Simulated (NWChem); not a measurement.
System: SiHOClF2; SMILES O[Si](F)(Cl)F

```xyz
6

O      1.3247    -0.9577     0.7253
Si     0.0059    -0.3443     0.0051
F     -1.3408    -0.8112     0.7335
F     -0.0294    -0.9182    -1.4821
Cl     0.0023     1.6851    -0.0416
H      1.6127    -0.6013     1.5703
```
Atoms are numbered in this order, from 1.

Computed with NWChem. Coordinates come from a PBE0/def2-SVP optimisation. Total energies compare along this basis series because the functional is fixed.

| level | basis functions | energy (Ha) | highest occupied level (eV) | orbital gap (eV) | dipole (D) |
|---|---|---|---|---|---|
| TPSS/pcseg-1 | 83 | -1025.3984 | -8.59 | 7.81 | 2.33 |
| TPSS/aug-pcseg-1 | 132 | -1025.4225 | -8.54 | (withheld) | (withheld) |
| TPSS/pcseg-2 | 172 | -1025.6654 | -8.54 | 7.65 | 2.23 |
| TPSS/STO-3G | 34 | -1013.0502 | -3.89 | 7.46 | 2.17 |
| TPSS/def2-SVP | 83 | -1025.0277 | -8.25 | 8.00 | 2.26 |

Task: What belongs in the gaps?

Result: 
- TPSS/aug-pcseg-1, orbital gap (eV): 7.24
- TPSS/aug-pcseg-1, dipole (D): 2.11
